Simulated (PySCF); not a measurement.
## Polarisability and C₆ of Cl (chlorine, neutral)

[Ne] 3s2 3p5, 2P determinant. Calculation: PySCF 2.14, in aug-cc-pV(T+d)Z with one added diffuse shell each of s, p, d, f type (7s6p5d3f, 71 functions); the non-relativistic Hamiltonian (point nucleus). Coupled (time-dependent) response in atomic units; α is the mean over directions.

| method | mean α (bohr³) | α xx, yy, zz | C₆ (like pair) | S(−4) |
| --- | --- | --- | --- | --- |
| UHF | 14.23 | 13.17, 14.76, 14.76 | 89.15 | 50.08 |
| PBE | 15.74 | 14.30, 16.46, 16.46 | 100.1 | 70.64 |
| PBE0 | 15.04 | 13.76, 15.68, 15.68 | 94.96 | 60.56 |
| TPSS | 15.35 | 13.96, 16.05, 16.05 | 97.94 | 64.66 |
| MN15 | 14.87 | 13.89, 15.36, 15.36 | 92.12 | 59.06 |

S(−4) is the Cauchy moment in α(ω) = α(0) + S(−4) ω² + …

Reference α: 14.6 ± 0.1 bohr³ (recommended; Schwerdtfeger and Nagle, table of static dipole polarizabilities (2023 update)). Published C₆: 94.60 (Chu and Dalgarno (2004); Tang, Norbeck and Certain (1976)).

α(iu) at MN15:

```csv
u (hartree),α(iu) (bohr³)
0,14.87
0.0500,14.73
0.100,14.31
0.200,12.91
0.300,11.20
0.500,8.083
0.750,5.402
1.00,3.761
1.50,2.070
2.00,1.300
3.00,0.6562
5.00,0.2771
```

A single London oscillator, α(iu) = α/(1 + u²/ω²), gives C₆ = (3/4) ω α². Matching the computed C₆ needs ω = 4 × 92.12 / (3 × 14.87²) = 0.555 hartree.

The components differ because the open shell of this determinant is not spherical; for a pure term their mean is the scalar polarisability.
